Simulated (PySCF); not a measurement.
C2H6F2Si, SMILES C[SiH2]C(F)F.

Geometry: B3LYP-D3(BJ)/def2-SVP. Other conformers were not sampled.

Calculation: TDDFT-LC-ωPBE/def2-SVPD in PySCF.

Vertical excitations. The molecule is in vacuum. State labels are in the subgroup Cs.

Problem. Estimate the UV-visible absorptions. (Estimate from the structure and the level; the computed values follow.)

Solution. 
```json
[
 {"state": "S1", "symmetry": "A'", "energy (eV)": "8.42", "λ (nm)": "147", "f": "0.017", "main pairs": "HOMO→LUMO 54 %, HOMO→LUMO+2 22 %, HOMO→LUMO+5 10 %"},
 {"state": "S2", "symmetry": "A\"", "energy (eV)": "8.55", "λ (nm)": "145", "f": "0.005", "main pairs": "HOMO→LUMO+3 82 %"},
 {"state": "S3", "symmetry": "A'", "energy (eV)": "8.82", "λ (nm)": "141", "f": "0.053", "main pairs": "HOMO→LUMO+1 82 %"},
 {"state": "S4", "symmetry": "A\"", "energy (eV)": "9.23", "λ (nm)": "134", "f": "0.000", "main pairs": "HOMO−2→LUMO+1 40 %, HOMO−2→LUMO 33 %, HOMO−2→LUMO+5 11 %"},
 {"state": "S5", "symmetry": "A'", "energy (eV)": "9.37", "λ (nm)": "132", "f": "0.148", "main pairs": "HOMO−1→LUMO 40 %, HOMO−1→LUMO+1 30 %, HOMO−1→LUMO+2 9 %"},
 {"state": "S6", "symmetry": "A'", "energy (eV)": "9.56", "λ (nm)": "130", "f": "0.018", "main pairs": "HOMO−1→LUMO 34 %, HOMO−1→LUMO+2 30 %, HOMO−1→LUMO+4 18 %"},
 {"state": "S7", "symmetry": "A\"", "energy (eV)": "9.65", "λ (nm)": "129", "f": "0.056", "main pairs": "HOMO−2→LUMO+2 25 %, HOMO−2→LUMO 22 %, HOMO−2→LUMO+4 19 %, HOMO−1→LUMO+3 11 %"},
 {"state": "S8", "symmetry": "A'", "energy (eV)": "9.83", "λ (nm)": "126", "f": "0.128", "main pairs": "HOMO→LUMO+2 37 %, HOMO→LUMO+4 36 %, HOMO→LUMO 10 %"},
 {"state": "S9", "symmetry": "A'", "energy (eV)": "9.92", "λ (nm)": "125", "f": "0.070", "main pairs": "HOMO→LUMO+4 47 %, HOMO→LUMO 15 %, HOMO→LUMO+2 12 %, HOMO−1→LUMO 8 %"},
 {"state": "S10", "symmetry": "A\"", "energy (eV)": "9.94", "λ (nm)": "125", "f": "0.160", "main pairs": "HOMO−2→LUMO+1 31 %, HOMO−2→LUMO 26 %, HOMO−2→LUMO+2 22 %, HOMO−1→LUMO+3 7 %"},
 {"state": "T1", "symmetry": "A\"", "energy (eV)": "7.76", "λ (nm)": "160", "f": "0", "main pairs": "HOMO→LUMO+3 78 %"},
 {"state": "T2", "symmetry": "A'", "energy (eV)": "7.83", "λ (nm)": "158", "f": "0", "main pairs": "HOMO→LUMO 45 %, HOMO→LUMO+2 15 %, HOMO→LUMO+5 14 %"},
 {"state": "T3", "symmetry": "A'", "energy (eV)": "8.22", "λ (nm)": "151", "f": "0", "main pairs": "HOMO→LUMO+1 51 %, HOMO→LUMO+2 24 %"},
 {"state": "T4", "symmetry": "A\"", "energy (eV)": "8.57", "λ (nm)": "145", "f": "0", "main pairs": "HOMO−2→LUMO+1 43 %, HOMO−2→LUMO+4 15 %, HOMO−2→LUMO+2 12 %, HOMO−2→LUMO 8 %"}
]
```
Triplets are in the Tamm–Dancoff approximation, which puts them higher than full response would, so one can lie above its singlet here.
